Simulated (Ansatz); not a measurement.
Ga10P10H28⁻, a nanocrystal cut from zinc blende GaP (hydrogen-capped). Total charge -1; doublet. Geometry PBE-D4/def2-SVP, that of the neutral singlet; atoms count from 1.

```xyz
48

Ga   -3.0469    2.7109    2.0389
Ga    0.2802   -2.3735    4.0640
Ga    0.5391   -3.8253   -0.4260
Ga   -2.6372    2.3097   -1.9407
Ga   -0.7127   -1.2149   -3.3605
Ga   -0.9783   -0.3794    0.4136
Ga    1.2016    2.0036    2.4827
Ga    2.8460   -0.8842    0.7471
Ga    1.5568    1.6979   -1.6116
Ga    3.0804   -1.7576   -3.0835
P    -1.3513   -1.3159    2.5859
P    -2.7266    1.2188    0.1525
P    -0.7496    3.4481    2.2578
P    -1.0158   -2.1031   -1.1838
P     2.3516   -1.9566    2.8708
P     2.5397   -2.5731   -0.8724
P    -2.4420    0.4978   -3.5098
P    -0.3818    3.1262   -2.0244
P     1.3349   -0.0456   -3.2160
P     1.0888    0.7073    0.4691
H    -3.9551    3.9184    1.5830
H    -3.3324    1.8068    3.3046
H     0.3009   -1.4859    5.3667
H    -0.0158   -3.9183    3.9970
H     0.3974   -5.0931   -1.3524
H     0.3144   -3.8645    1.1482
H    -3.7383    3.3696   -2.3104
H    -0.8883   -2.1970   -4.5770
H     0.8101    0.9994    3.6494
H     2.4819    2.9240    2.5123
H     4.2606   -0.1911    0.8371
H     2.8530    2.5787   -1.7547
H     2.6898   -2.8408   -4.1669
H     4.4717   -1.0114   -3.0215
H    -2.4695   -2.1927    2.4216
H    -2.0154   -0.2677    3.2969
H    -3.9293    0.4453    0.0497
H    -0.7501    4.3556    3.3651
H    -0.4934    4.4187    1.2372
H    -2.3557   -2.6110   -1.1485
H     3.0322   -3.2132    2.8075
H     3.2137   -1.3198    3.8186
H     3.6049   -3.4853   -0.5734
H    -3.7308   -0.1229   -3.5581
H    -2.4464    1.0515   -4.8304
H    -0.2384    3.8020   -3.2780
H    -0.3322    4.2787   -1.1778
H     1.4834    0.5751   -4.4995
```

Single mean-field runs in def2-SVP are fitted with def2-universal-jkfit. The highest occupied level of the charge -1 doublet lies above zero (up to 0.76 eV). By energy differences its removal costs 0.30 eV (vertical, to the charge 0 singlet, at PBE0-D4/def2-SVP); self-interaction error and the lack of diffuse functions both raise the level.

**Question.** Estimate the Mulliken populations of the heavy atoms from the PBE0/def2-SVP orbitals of Ansatz.

**Answer.** 
| atom | charge (e) | spin (α − β) |
| --- | --- | --- |
| Ga1 | 0.13 | 0.09 |
| Ga2 | 0.13 | 0.09 |
| Ga3 | 0.18 | 0.02 |
| Ga4 | 0.21 | 0.22 |
| Ga5 | 0.34 | 0.03 |
| Ga6 | 0.31 | 0.14 |
| Ga7 | 0.19 | 0.01 |
| Ga8 | 0.34 | 0.02 |
| Ga9 | 0.34 | 0.07 |
| Ga10 | 0.21 | 0.03 |
| P11 | -0.13 | 0.02 |
| P12 | -0.26 | -0.01 |
| P13 | -0.16 | 0.00 |
| P14 | -0.34 | 0.01 |
| P15 | -0.15 | 0.00 |
| P16 | -0.35 | 0.00 |
| P17 | -0.20 | 0.07 |
| P18 | -0.16 | 0.02 |
| P19 | -0.35 | -0.01 |
| P20 | -0.55 | 0.00 |
Mulliken values and Mayer orders depend strongly on the basis.

**Question.** Where does the spin sit?

**Answer.** Summed by element: Ga 0.73, P 0.10, H 0.17, of 1 unpaired in all. Largest on single atoms: Ga4 0.22, Ga6 0.14, H47 0.10.

**Question.** And the Mayer bond orders between bonded heavy atoms (over 0.3)?

**Answer.** Ga1–P12 0.70 (2.43 Å); Ga1–P13 0.69 (2.42 Å); Ga2–P11 0.66 (2.44 Å); Ga2–P15 0.68 (2.43 Å); Ga3–P14 0.65 (2.44 Å); Ga3–P16 0.73 (2.40 Å); Ga4–P12 0.73 (2.36 Å); Ga4–P17 0.80 (2.40 Å); Ga4–P18 0.74 (2.40 Å); Ga5–P14 0.77 (2.37 Å); Ga5–P17 0.69 (2.44 Å); Ga5–P19 0.81 (2.36 Å); Ga6–P11 0.71 (2.39 Å); Ga6–P12 0.70 (2.38 Å); Ga6–P14 0.82 (2.35 Å); Ga6–P20 0.84 (2.34 Å); Ga7–P13 0.65 (2.44 Å); Ga7–P20 0.72 (2.40 Å); Ga8–P15 0.67 (2.43 Å); Ga8–P16 0.82 (2.36 Å); Ga8–P20 0.77 (2.39 Å); Ga9–P18 0.64 (2.44 Å); Ga9–P19 0.77 (2.38 Å); Ga9–P20 0.79 (2.35 Å); Ga10–P16 0.69 (2.42 Å); Ga10–P19 0.65 (2.45 Å).
